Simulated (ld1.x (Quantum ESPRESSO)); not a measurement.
## LDA (PZ) TM dataset for Hg (Z = 80), scalar-relativistic all-electron reference.

mercury, norm-conserving Troullier–Martins (Kleinman–Bylander form), made with ld1.x (Quantum ESPRESSO) 7.5 (LDA (PZ), scalar-relativistic). Core [Xe], reference 4f14 5d10 6s2 6p0. Waves: 6s (bound): rc 2.25 bohr; 6p (bound, empty): rc 3.60 bohr; 5d (bound): rc 1.30 bohr; 4f (bound): rc 0.70 bohr. Local part: all-electron potential smoothed inside 0.95 bohr (lloc = -1). Core correction: Bessel-smoothed model core inside 0.55 bohr.

Results:

```
Ghost test          : ghost states, extra bound levels that the all-electron valence spectrum of the same l lacks: s at -520.5 eV, s at -54.8 eV (other channels not judged); a true bound ghost makes a file unfit for plane-wave use (spherical-Bessel basis up to 400 Ry, 20 bohr box)
Configuration tests : 3 of 9 tests not solved or not reliable; not counted: 4f14 5d10 6s0 6p1 (solver errors, printed error -425 meV); 4f14 5d9 6s2 6p1 (solver errors, printed error -2.8 eV)
```

Generation and tests took about 4.7 s on one core of a shared server CPU.
